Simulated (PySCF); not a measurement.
Species: spiro[2.4]heptane, C₇H₁₂.
Numbering: `[CH2:1]1[CH2:2][CH2:3][C:4]2([CH2:5]1)[CH2:6][CH2:7]2` (hydrogens: H8, H9 on C1; H10, H11 on C2; H12, H13 on C3; H14, H15 on C5; H16, H17 on C6; H18, H19 on C7)

Structure used (PBE0-D3(BJ)/def2-SVP), in Å, numbered top down from 1:
```xyz
19
C7H12 angstrom
C     -1.683   -0.584   -0.822
C     -1.856    0.050    0.557
C     -0.560    0.842    0.741
C      0.505    0.002    0.030
C     -0.225   -1.046   -0.814
C      1.779    0.638   -0.443
C      1.805   -0.336    0.698
H     -2.395   -1.397   -1.026
H     -1.832    0.184   -1.602
H     -2.760    0.670    0.646
H     -1.926   -0.743    1.321
H     -0.315    1.032    1.797
H     -0.653    1.825    0.249
H      0.202   -1.150   -1.823
H     -0.152   -2.035   -0.329
H      1.934    1.698   -0.220
H      2.188    0.318   -1.406
H      1.984    0.052    1.705
H      2.228   -1.329    0.518
```

Computed with PySCF at B3LYP/def2-SVPD, non-relativistic, on one gas-phase PBE0-D3(BJ)/def2-SVP geometry that isn't relaxed in the solvent. The solvent is an IEF-PCM continuum (van der Waals radii × 1.2), and excitations are vertical TDDFT with non-equilibrium linear response and a frozen core. Specific hydrogen bonds and non-electrostatic terms are outside this model.

Gas-phase singlets (H = HOMO, L = LUMO):

```csv
state,E (eV),λ (nm),f,leading configurations
S1,6.970,178,0.021,H→L 97%
S2,7.380,168,0.012,H→L+1 96%
S3,7.422,167,0.000,H→L+2 90%
S4,7.591,163,0.000,"H-1→L 84%, H→L+2 9%"
S5,7.628,163,0.002,H→L+3 94%
```

**Question.** What are the lowest 5 singlets in chloroform (ε = 4.711)?

**Answer.** 
```csv
state,E (eV),λ (nm),f,leading configurations,change by rank (eV)
S1,6.988,177,0.029,H→L 97%,+0.018
S2,7.382,168,0.017,H→L+1 96%,+0.002
S3,7.428,167,0.000,H→L+2 94%,+0.006
S4,7.627,163,0.000,H-1→L 87%,+0.036
S5,7.653,162,0.003,H→L+3 93%,+0.025
```

**Question.** How does the list change in tetrahydrofuran (ε = 7.426)?

**Answer.** 
```
state  E (eV)  λ (nm)      f  leading configurations  change by rank (eV)
   S1   6.994     177  0.029                 H→L 97%               +0.024
   S2   7.385     168  0.016               H→L+1 96%               +0.005
   S3   7.431     167  0.000               H→L+2 94%               +0.009
   S4   7.634     162  0.000               H-1→L 87%               +0.043
   S5   7.661     162  0.003               H→L+3 93%               +0.033
```

**Question.** The ground-state energy changes by -0.034 eV from gas to tetrahydrofuran. By how much does the total energy of gas-phase S4 change?

**Answer.** E(S4) = E(S0) + excitation energy, so it changes by -0.034 + 0.043 = +0.009 eV: it isn't lowered at all, while the ground state is. This is the vertical state, with the slow part of the continuum still set for S0.

**Question.** How do the frontier levels move from gas to tetrahydrofuran?

**Answer.** 
```
orbital  gas (eV)  solvent (eV)  change (eV)
 LUMO+2      1.03          1.14        +0.11
 LUMO+1      0.97          1.07        +0.10
   LUMO      0.55          0.67        +0.12
   HOMO     -7.28         -7.19        +0.09
 HOMO-1     -7.87         -7.80        +0.07
 HOMO-2     -8.77         -8.64        +0.13
 HOMO-3     -8.84         -8.72        +0.12
```

The HOMO–LUMO gap goes from 7.83 to 7.86 eV.
